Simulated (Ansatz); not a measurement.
Al2H6S2, SMILES `[AlH2-]1[SH+][AlH2-][SH+]1`. Charge 0, multiplicity 1.

```xyz
10

Al    0.0729    1.4162   -0.7569
S    -0.9814   -0.6342   -1.3176
Al    0.4169   -1.5022    0.3915
S     1.1208    0.6095    1.2131
H    -1.0400    2.4633   -0.3462
H     1.2287    1.6169   -1.8145
H    -2.0491   -0.4470   -0.5220
H    -0.4909   -2.1949    1.4869
H     1.6697   -2.1240   -0.3424
H     0.0525    0.7964    2.0081
```

Task: What are the harmonic wavenumbers in cm⁻¹ at PBE0-D4/def2-TZVP (Ansatz, finite differences of forces, unscaled)? (An estimate is asked.)

Result: Ansatz gave: 68, 187, 289, 311, 350, 365, 367, 382, 398, 470, 588, 589, 637, 641, 651, 698, 711, 729, 1928, 1932, 1950, 1954, 2705, 2706.

Task: Is this a minimum?

Result: Yes, all 24 modes are real.

Task: Give the ideal-gas thermochemistry at 298.15 K and 1 bar (rigid rotor, harmonic oscillator; point group C2v, symmetry number 2).

Result: Zero-point energy 129.2 kJ/mol; H(298) − E = 152.9 kJ/mol; entropy 356.8 J/(mol·K), of which translation 169.0, rotation 110.9, vibration 76.9; G(298) − E = 46.5 kJ/mol. Modes under 100 cm⁻¹ are hindered rotations or soft bends, so the harmonic entropy is rough.

Task: And at 400, 500, 600, 800 and 1000 K?

Result: 
```csv
T (K),H − E (kJ/mol),S (J/mol/K),G − E (kJ/mol)
400,167.4,398.5,8.0
500,183.2,433.7,-33.7
600,200.2,464.6,-78.6
800,236.6,517.0,-177.0
1000,275.6,560.5,-284.8
```
